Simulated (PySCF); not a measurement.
Pb(IV) with different ligands

Computed with PySCF 2.14.0, PBE0, def2-SVP on the ligands, density fitting, scalar-relativistic core potentials, no spin-orbit coupling, vacuum. The metal has def2-SVP with ECP60. Each complex is relaxed within the symmetry of a template of the same shape. Distances are means of the shortest metal–ligand contacts, charges and spins Mulliken's; removal energies are rigid, with the ligand's formal charge and no counterpoise, so too large; for an anion taken off a cation in vacuum most of it is the attraction of opposite charges, and multiply charged cations can part far more cheaply with an electron moved from ligand to metal.

| complex | point group | M–first ligand (Å) | charge on M (e) | HOMO–LUMO gap (eV) | removal of one first-named ligand (eV) | strongest infrared band, degenerate modes summed (cm⁻¹) | unstable modes (below −25 cm⁻¹) |
| --- | --- | --- | --- | --- | --- | --- | --- |
| PbCl4 | Td | 2.414 | 0.87 | 4.61 | 9.98 | 352 | 0 |
| Pb(SH)4 | S4 | 2.511 | 0.57 | 4.17 | 9.19 | 321 | 0 |
| PbI4 | Td | 2.775 | 0.47 | 3.04 | 7.56 | 174 | 0 |

Task: A further member has point group Td, M–first ligand (Å) 2.562, charge on M (e) 0.80, HOMO–LUMO gap (eV) 3.91, removal of one first-named ligand (eV) 8.79, strongest infrared band, degenerate modes summed (cm⁻¹) 244, unstable modes (below −25 cm⁻¹) 0. Which complex is it?

Result: PbBr4. This is one of several that fit.

Moved off a saddle point of the template and relaxed again: Pb(SH)4. One start shape was tried for each, so a minimum needn't be the lowest isomer.
